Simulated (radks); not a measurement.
Values are calculated unless marked as measured or tabulated.
Question: These are the eigenvalues of the occupied orbitals of an atom or ion with whole-number occupations (hartree). Level of theory: non-relativistic Kohn-Sham, r2SCAN, spin-polarised, spherical densities, point nucleus; meta-GGA in the generalised Kohn-Sham scheme (a radial shooting solver on a logarithmic mesh with Libxc functionals).

| orbital | eigenvalue |
|---|---|
| 1s | -30.74668 |
| 2s | -1.40593 |
| 2p | -0.51382 |

Which element is it, and in what charge state? The configuration may be excited. Open shells, if any, are filled with parallel spins first.

Answer: Z = 10, neon, charge 0: Ne in [Ne]. The list shows which subshells hold electrons but not how many an open one holds; the 1s level, -30.747 hartree, gives Z - s = 7.8 by -(Z - s)^2/2, which with screening narrows Z to a few neighbours, and the depths of the outer levels then fix element, charge and occupations together.
